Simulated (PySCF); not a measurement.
**A survey of 19F NMR shifts**

Level of theory: NMR shieldings at PBE0/pcSseg-1/GIAO, geometry from GFN2-xTB, in PySCF 2.14 (relativity neglected, a single conformation, in vacuum, equivalent nuclei averaged).

Shieldings were converted by a linear fit to measured shifts: 19F: δ = 146.13 − 0.903σ +14.6 on sp3 carbon (rms 6.0 ppm, 223 shifts, 7.0 ppm with the 5 outliers that the fit left out vs CFCl3, solution or neat liquid). A few per cent of atoms miss by over 2 rms, more outside the fitted compound classes.

Q: Give the 19F shifts of `CO[C@@H](F)[C@H](CF)OC`, `C[C@H]([SiH3])CC(F)(F)F`, `CCO[C@H](C)OC(F)F`, `CC[C@H](O)COC(F)F`.

A: 
```
                                                    compound                    environment  δ (ppm)
[CH3:1][O:2][C@@H:3]([F:4])[C@H:5]([CH2:6][F:7])[O:8][CH3:9]  F4: fluorine on an sp3 carbon   -152.6
[CH3:1][O:2][C@@H:3]([F:4])[C@H:5]([CH2:6][F:7])[O:8][CH3:9]  F7: fluorine on an sp3 carbon   -221.2
                                     C[C@H]([SiH3])CC(F)(F)F   fluorine of a CF3 group (×3)    -66.6
  [CH3:1][CH2:2][O:3][C@H:4]([CH3:5])[O:6][CH:7]([F:8])[F:9]    F8: fluorine of a CF2 group    -71.9
  [CH3:1][CH2:2][O:3][C@H:4]([CH3:5])[O:6][CH:7]([F:8])[F:9]    F9: fluorine of a CF2 group    -84.0
 [CH3:1][CH2:2][C@H:3]([OH:4])[CH2:5][O:6][CH:7]([F:8])[F:9]    F9: fluorine of a CF2 group    -81.6
 [CH3:1][CH2:2][C@H:3]([OH:4])[CH2:5][O:6][CH:7]([F:8])[F:9]    F8: fluorine of a CF2 group    -85.9
```

Q: Match the shifts -38.6, -52.1, -60.2, -168.7 ppm to `CC(=S)[SiH2]C(F)(F)F`, `CC(C)(C)/P=P/C(F)(F)F`, `C#C[C@@H]1C=CSC[C@H]1F`, `CP(C)C/P=C\C(F)(F)F`.

A: -38.6: CC(C)(C)/P=P/C(F)(F)F (fluorine of a CF3 group); -52.1: CP(C)C/P=C\C(F)(F)F (fluorine of a CF3 group); -60.2: CC(=S)[SiH2]C(F)(F)F (fluorine of a CF3 group); -168.7: C#C[C@@H]1C=CSC[C@H]1F (fluorine on an sp3 carbon).
